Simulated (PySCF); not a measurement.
**Two-component Hartree-Fock for Zr³⁰⁺ (zirconium, charge +30)**

Start: [Ne]. Calculated with PySCF 2.14 in an uncontracted even-tempered set (18 s from 11 bohr⁻², ratio 2.4; 12 p from 14 bohr⁻², ratio 2.4; 5 d from 58 bohr⁻², ratio 2.6; 4 f from 87 bohr⁻², ratio 2.6): generalised Hartree-Fock with the X2C-1e Hamiltonian and a Gaussian nucleus; one run each with spin-orbit coupling (SO) switched off, then screened by Boettger's factors.

```tsv
spinor shell	electrons	ε, spin-free (eV)	ε, screened SO (eV)	weight of nominal j (screened SO)	rms radius, screened SO (bohr)
1s1/2	2	-19709.6	-19709.0	1.000	0.0426
2s1/2	2	-4085.5	-4085.3	1.000	0.172
2p1/2	2	-3817.1	-3878.8	1.000	0.150
```

Q: Where does 2p3/2 lie, and what is the 2p spin-orbit splitting (screened SO)?

A: At -3788.2 eV, 90.579 eV above 2p1/2.

```tsv
quantity	spin-free	screened SO
E (hartree)	-2917.78423	-2918.08305
M_J	0	0
⟨J²⟩	0.000	0.000
⟨L²⟩	0.000	0.002
⟨S²⟩	0.000	0.002
```

Breit and QED terms are absent; they matter most for the inner s and p1/2 levels.

Densities and radii are taken from the X2C orbitals without a picture-change correction, which distorts them close to the nucleus.

Without spin-orbit coupling the j labels of p, d and f shells carry no meaning; the spin-free column gives the mean over the occupied spinors of each nl shell.
